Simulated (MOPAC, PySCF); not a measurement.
AlBr$_{3}$, SMILES `[Br][Al]([Br])[Br]`, neutral singlet in the gas phase. 

Cartesian coordinates (Å):
```xyz
4

Br    -1.8612    -1.2310    -0.0364
Al     0.0000     0.0000     0.0000
Br     1.9965    -0.9966     0.0382
Br    -0.1352     2.2276    -0.0018
```
Charge 0, spin multiplicity 1.

All levels are single points at this geometry (r2SCAN-D4/def2-TZVP); Pople sets use spherical d functions. Orbital energies aren't observables, and empty levels follow the basis.

```
level                         HOMO (eV)  LUMO (eV)  gap (eV)  dipole (D)  vertical IE, Delta-SCF (eV)
----------------------------  ---------  ---------  --------  ----------  ---------------------------
r2SCAN-D4/def2-TZVP in PySCF      -7.71      -2.01      5.70        0.00                            –
B3LYP/3-21G in PySCF              -8.15      -1.78      6.36        0.00                            –
BP86/6-31G* in PySCF              -7.44      -2.55      4.89        0.00                            –
PBE/6-31G* in PySCF               -7.34      -2.46      4.87        0.00                        10.01
HF/STO-3G in PySCF                -8.79       6.24     15.03        0.00                            –
PM7 in MOPAC                      -9.86      -1.50      8.36        0.00                            –
```
